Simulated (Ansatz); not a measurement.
BF2H4NSi, SMILES `FB(F)N[SiH3]`, relaxed with RKS PBE0-D4/def2-TZVP in Ansatz from a PBE-D4/def2-SVP geometry. The force threshold is 0.005 eV/Å; the program also tests the step.

The species carries charge 0 and has multiplicity 1.

Start:

```xyz
9

F    -2.263    0.718   -1.451
B    -1.208    0.044   -0.977
F    -0.955   -1.170   -1.493
N    -0.369    0.567    0.035
Si    1.046   -0.253    0.717
H    -0.602    1.497    0.392
H     1.582    0.656    1.785
H     0.666   -1.576    1.318
H     2.103   -0.482   -0.326
```

```tsv
step	energy (eV)	largest force (eV/Å)	largest move (Å)
1	-15540.3476	0.575	0.000
2	-15540.3779	0.257	0.024
3	-15540.3821	0.089	0.009
4	-15540.3822	0.084	0.005
5	-15540.3823	0.059	0.010
6	-15540.3824	0.023	0.007
7	-15540.3824	0.007	0.003
8	-15540.3824	0.001	0.001
```

End:

```xyz
9

F    -2.240    0.723   -1.428
B    -1.197    0.041   -0.971
F    -0.968   -1.158   -1.500
N    -0.356    0.546    0.031
Si    1.040   -0.248    0.716
H    -0.589    1.461    0.385
H     1.561    0.660    1.767
H     0.665   -1.552    1.314
H     2.084   -0.473   -0.314
```

Run time 33 s (2 threads of an Arm Neoverse V2 on a shared host); peak host memory 0.4 GiB.
